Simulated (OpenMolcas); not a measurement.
Pt5+: effect of the active space

```
Program             : OpenMolcas
Method              : CASSCF or its RAS form
Basis               : ANO-RCC-VQZP
Scalar Hamiltonian  : DKH2, point nucleus
Spin-orbit coupling : RASSI with atomic mean-field integrals over the reference wave functions, term energies averaged over their components
```

A. 5 electrons in 5 orbitals (5d); 2S+1 = 6 even, 1 root; 2S+1 = 4 even, 24 roots; 2S+1 = 2 even, 75 roots; cost about 70 core-seconds
B. 11 electrons in 8 orbitals (RAS1 5p, at most 2 holes; RAS2 5d); 2S+1 = 6 even, 1 root; 2S+1 = 4 even, 24 roots; 2S+1 = 2 even, 75 roots; cost of the order of 2.1 core-minutes
C. 5 electrons in 10 orbitals (5d 6d); 2S+1 = 6 even, 1 root; 2S+1 = 4 even, 24 roots; 2S+1 = 2 even, 70 roots; cost of the order of 100 core-seconds

Energies in cm-1 above 5d5 6S 5/2.

| Level | A | B | C |
| --- | --- | --- | --- |
| 5d5 6S 5/2 | 0.0 | 0.0 | 0.0 |
| 5d5 4G 7/2 [62 %] | 29480 | 29512 | 28991 |
| 5d5 4G 11/2 | 30713 | 31302 | 30351 |
| 5d5 4G 9/2 | 32096 | 32611 | 31685 |
| 5d5 4P 1/2 [64 %] | 35014 | 33393 | 34421 |
| 5d5 4D 7/2 [64 %] | 39107 | 38928 | 38698 |
| 5d5 2I 11/2 [70 %] | 44273 | 45687 | 43704 |
| 5d5 4D 1/2 [70 %] | 44578 | 43768 | 43987 |
| 5d5 2I 13/2 | 48504 | 50406 | 48035 |
| 5d5 2H 9/2 [54 %] | 57038 | 56395 | 56396 |
| 5d5 2F 5/2(2) [54 %] | 62446 | 61346 | 61778 |
| 5d5 2F 7/2(1) [53 %] | 63463 | 62442 | 62848 |
| 5d5 2H 11/2 [68 %] | 67335 | 67743 | 66788 |
| 5d5 2S 1/2 | 68847 | 67048 | 68115 |
| 5d5 2D 3/2(2) | 76461 | 74118 | 77333 |

The spin-orbit steps hold different terms of 5d5 (C lacks a 2D), which shifts levels as well.

Among A to C the level of the table that moves most is 5d5 2D 3/2(2), by 3200 cm-1 (lowest in B, highest in C).

Without dynamic correlation excited terms often stand tens of per cent too high (terms of higher spin than the ground term too low), and those without a measured partner can miss by more than the paired ones. Active for correlation alone: 5p; no level in the range computed is led by a configuration that opens it, so any true level of that kind is missing (holds for B). Active for correlation alone: 6d; no level in the range computed is led by a configuration that fills it, so any true level of that kind is missing (holds for C). Only configurations of the active space appear. The table leaves out levels that lie high or whose names do not pair safely across all columns.

A share in square brackets marks a mixed level and gives the weight of the term that names it, the lowest over the columns. A number in round brackets counts repeated terms of one configuration in the order of the reference energies.
